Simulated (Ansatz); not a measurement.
A search over several starts for the lowest SCF solution of GaAs2 at the given spin, in a small basis.

```yaml
crystal:
  periodic: [false, false, false]
  atoms:
    - {symbol: Ga, position_ang: [-0.468751, -1.593357, -0.054415]}
    - {symbol: As, position_ang: [0.697086, 0.626939, 1.000809]}
    - {symbol: As, position_ang: [-0.228335, 0.966419, -0.946394]}
basis:
  gaussian: {orbitals: def2-SVP, initial_orbitals: start.molden}
magnetization: {spin_polarized: true, initial_magnetization: 1}
hamiltonian: {xc: pbe0, dispersion: d4}
output: {orbitals: {seedname: orbitals}}
```

The file start.molden holds the orbitals of an earlier run on this structure, at another level or in another basis.

```sh
$ ansatz run in.yaml --threads 4 --pin off --events-out ev --progress --plain --max-ram 3916MiB
```

Shortened log:

```
Functional definition: PBE0
948 factors; integrals over basis functions are off by at most 5.8e-4 eV
mean field evaluation 1: about -174015.8601 eV, gradient 1.4e1 eV
mean field evaluation 2: about -174016.3989 eV, gradient 7.7e-1 eV
mean field evaluation 4: about -174017.1834 eV, gradient 8.1e0 eV
mean field evaluation 8: about -174017.8004 eV, gradient 1.9e-3 eV
mean field evaluation 16: about -174017.7904 eV, gradient 2.7e-1 eV
mean field evaluation 32: about -174016.9368 eV, gradient 3.4e0 eV
mean field -174017.80040053 eV, -6395.0362112179 hartree, gradient 2.1e-5 eV, S^2 0.755020; 5 other end points of the search recorded, 0 dependent functions left out
reference -174017.80042057 eV, -6395.0362119543 hartree; 49, 48 occupied and 47, 48 virtual orbitals, 948 factors
Total energy: -174017.90732616 eV, -6395.0401406622 hartree
```

Hardware: 4 threads of Arm Neoverse V1 on a shared host. Wall time 5.5 s.

The structure comes from a short search, and lower isomers may exist.
